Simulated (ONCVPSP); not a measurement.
## Pb (Z = 82), ONCV: configuration errors across variants

ONCVPSP 4.0.1 input, shortened (lines: element, Z, core and valence counts, functional; n l f; lmax; l rc ep ncon nbas qcut; lloc lpopt rc5 dvloc0; l nproj debl; icmod fcfact rcfact), PBE, fully relativistic:

```
  Pb 82.00   10    5        4      upf
    1    0    2.00
    2    0    2.00
    2    1    6.00
    3    0    2.00
    3    1    6.00
    3    2   10.00
    4    0    2.00
    4    1    6.00
    4    2   10.00
    4    3   14.00
    5    0    2.00
    5    1    6.00
    5    2   10.00
    6    0    2.00
    6    1    1.50
    2
    0    1.45    0.00    3    6    9.70
    1    1.70    0.00    4    7    9.90
    2    1.95    0.00    4    8    9.70
    4    2    1.10    3.00
    0    2    1.00
    1    2    3.10
    2    1    1.80
    3    5.00    1.35
```

Open shells are filled in proportion to 2j + 1.

All-electron excitation energies from the reference (eV): (1) 5s2 5p6 5d10 6s2 6p2 -2.549; (2) 5s2 5p6 5d10 6s2 6p1 4.149; (3) 5s2 5p6 5d10 6s2 6p0 17.754; (4) 5s2 5p6 5d9 6s2 6p3 16.556.

3 further variants failed, have other tests or too few solved ones, and are left out.

Errors AE − PS in meV (a dash: test not solved or not reliable):

```tsv
change	(1)	(2)	(3)	(4)	bound ghosts	GHOST(+) flags above zero
base	-0.1	0.0	+0.1	-1.8	none	none
p: qcut 6.4	0.0	0.0	+0.1	-1.3	none	p3/2
s: qcut 8.6; p: qcut 8.8; d: qcut 8.6	+0.1	0.0	+0.3	+2.5	none	p3/2
core correction none	0.0	+0.1	+0.1	-1.5	none	none
core correction Teter function, fcfact 5, rcfact 1.3	-0.1	+0.1	+0.1	-1.2	none	none
d: nproj 2	0.0	+0.1	+0.1	-4.7	none	none
d: rc 2.4	-0.1	0.0	-0.9	+45	none	none
s: rc 1.32	-0.1	+0.1	0.0	-1.7	none	none
```

(1) Give the same row for: core correction Teter function, fcfact 7.4, rcfact 1.35.

Results:

(1) -0.1, +0.1, 0.0, -2.5; bound ghosts: none; GHOST(+) flags above zero: none.
